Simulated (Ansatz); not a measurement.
Consider the ligand exchange at the Si–C bond: `CC[SiH2]CS` + HBr → `CC[SiH2]Br` + CH₃SH.

Calculated with Ansatz (gas phase, PBE0-D4/def2-TZVP geometries, no zero-point term in ΔE). CCSD(T)/CBS adds triple-zeta CCSD(T) − MP2 to the extrapolated MP2 energy (def2 sets, frozen cores). This one scheme is used for every species. For Br outer-core shells are correlated without core-valence functions, which leaves a few kJ/mol of doubt a bond. Scalar relativity is left out up to krypton. Each species was taken in one conformer, which may not be the lowest.

```json
{"species": "`CC[SiH2]CS`", "CCSD(T)/CBS(def2) energy (Eh)": "-807.04107"}
{"species": "HBr", "CCSD(T)/CBS(def2) energy (Eh)": "-2573.91920"}
{"species": "`CC[SiH2]Br`", "CCSD(T)/CBS(def2) energy (Eh)": "-2942.77097"}
{"species": "CH₃SH", "CCSD(T)/CBS(def2) energy (Eh)": "-438.22835"}
```

Problem. Work out ΔE.

Solution. ΔE = (-2942.77097) + (-438.22835) − (-807.04107) − (-2573.91920) = -0.03905 Eh = -1.06 eV.

Largest T1 diagnostic among the species: 0.010.

In def2-TZVPP, CCSD(T) changes the Hartree–Fock value by +0.26 eV (the triples alone add +0.03 eV) and MP2 by +0.22 eV. The D4 term adds +0.11 eV with B3LYP and +0.06 eV with PBE0; it sums over pairs of atoms, weighted by their polarisabilities, and B3LYP, whose exchange is more repulsive, gets the larger term.

B3LYP here is the variant with VWN-RPA as its local correlation; programs differ in this.
